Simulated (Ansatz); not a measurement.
CBr2Cl2 (dibromodichloromethane): from total energies to a heat of formation

CBr2Cl2: 5 atoms, total charge 0, spin state singlet. SMILES: `ClC(Cl)(Br)Br`. Geometry: relaxed at PBE0-D4/def2-TZVP.

Total energies at wB97M-V/6-31G* (spherical functions) (Ansatz 0.2.0); the atoms run unrestricted:

| species | state | energy (Eh) |
| --- | --- | --- |
| CBr2Cl2 | singlet | -6105.791761 |
| Cl | doublet | -460.093835 |
| C | triplet | -37.830534 |
| Br | doublet | -2573.660990 |

Harmonic wavenumbers at PBE0-D4/def2-TZVP, in cm⁻¹: 154, 174, 233, 245, 265, 391, 696, 750, 786.

Measured heats of formation of the gaseous atoms at 298.15 K, in kJ/mol: Cl 121.3, C 716.9, Br 111.9. Spin-orbit lowering of the atoms at 298 K (mean of the ground term's levels less their thermal mean, from spectra), in kJ/mol: Cl 3.44, C 0.02, Br 14.69. Take 1 Eh = 2625.50 kJ/mol, 1 cm⁻¹ = 0.0119627 kJ/mol, RT = 2.479 kJ/mol.

What heat of formation follows?


1. Electronic atomisation energy: 2 × (-460.093835) + (-37.830534) + 2 × (-2573.660990) − (-6105.791761) = 0.451577 Eh = 1185.6 kJ/mol.
2. Zero-point energy: half the sum of the wavenumbers, 1847 cm⁻¹ = 22.1 kJ/mol.
3. Thermal vibrational enthalpy, Σ hcν̃/(exp(hcν̃/kT) − 1): 8.7 kJ/mol. Translation, rotation and pV of a non-linear molecule: 4 RT = 9.9 kJ/mol.
4. The 5 free atoms carry 5/2 RT each: 31.0 kJ/mol.
5. Spin-orbit coupling lowers the free atoms by 2 × 3.44 + 0.02 + 2 × 14.69 = 36.3 kJ/mol.
6. Atomisation enthalpy at 298 K: 1185.6 − 36.3 − 22.1 − 8.7 − 9.9 + 31.0 = 1139.6 kJ/mol.
7. Sum of the atoms' heats of formation: 1183.3 kJ/mol. Heat of formation: 1183.3 − 1139.6 = +43.7 kJ/mol.

The tabulated value is +3.4 kJ/mol (Active Thermochemical Tables), so this level is off by +40.3 kJ/mol, or 3.4 % of the atomisation enthalpy that the table implies (1179.8 kJ/mol). Relativity is left out. Anharmonicity and any spin-orbit splitting of the molecule are left out.
